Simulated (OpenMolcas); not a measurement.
A calculation on F5+.

```yaml
Program: OpenMolcas
Method: "SS-CASPT2, IPEA 0.25 Eh, imaginary shift 0.1 Eh (closed shells correlated: 1s)"
Basis: ANO-RCC-VQZP [5s4p3d2f1g]
Scalar_Hamiltonian: DKH2, point nucleus
Active_space: 2 electrons in 4 orbitals (2s 2p)
State_averaging: 2S+1 = 3 even, 3 roots; 2S+1 = 1 even, 7 roots (6 in the spin-orbit step); 2S+1 = 3 odd, 3 roots; 2S+1 = 1 odd, 3 roots
Spin-orbit_coupling: state interaction with AMFI integrals over the reference wave functions, term energies averaged over their components
```

Which level of the active space comes out lowest?

2s2 1S0, with 100 % of that term; it is also the measured ground level.

How high does 2s 2p 3P* 2 lie?

97487 cm-1 above the lowest level; measured 97437 cm-1 above the ground level, so the calculation is off by 0 %.

How high does 2p2 3P0 lie?

251796 cm-1 above the lowest level.

How high does 2p2 3P2 lie?

252621 cm-1 above the lowest level; measured 252145 cm-1 above the ground level, so the calculation is off by 0 %.

Measured values: Moore, Atomic Energy Levels, vol. I, NSRDS-NBS 35 (1971 reprint of NBS Circular 467, 1949).

Measured partners are found by configuration, term and J. A level has none where our copy of the source lacks it or the pairing is in doubt (some pairs that miss far off the trend of their configuration count as doubtful), and it then counts in no deviation. Levels of configurations outside the active space are missing.

* marks odd parity.
